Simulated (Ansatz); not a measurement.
Input file for Ansatz (a program for electronic structure): R-CCSD(T)/cc-pV(T+d)Z on F2Si (SMILES F[Si]F). The basis file is the Basis Set Exchange's JSON of that set.

Ansatz 0.2 input:
```yaml
crystal:
  periodic: [false, false, false]
  atoms:
    - {symbol: Si, position_ang: [0.00524021, 0.00508822, -0.68401464]}
    - {symbol: F, position_ang: [1.23679779, -0.00631666, 0.35141517]}
    - {symbol: F, position_ang: [-1.24193800, 0.00122843, 0.33259947]}
basis:
  gaussian:
    orbitals: cc-pV_T+d_Z.json
magnetization: {spin_polarized: false}
correlation: {method: ccsd_t, electrons: outside_noble_gas}
scf: {lower_state_search: off}
```

Q: Predict the final total energy.

A: -488.6303 hartree (reference determinant -488.0022, T1 diagnostic 0.015).

Q: How many basis functions does it have, and what does it roughly cost on one machine?

A: 99 functions; roughly 5 core-seconds.
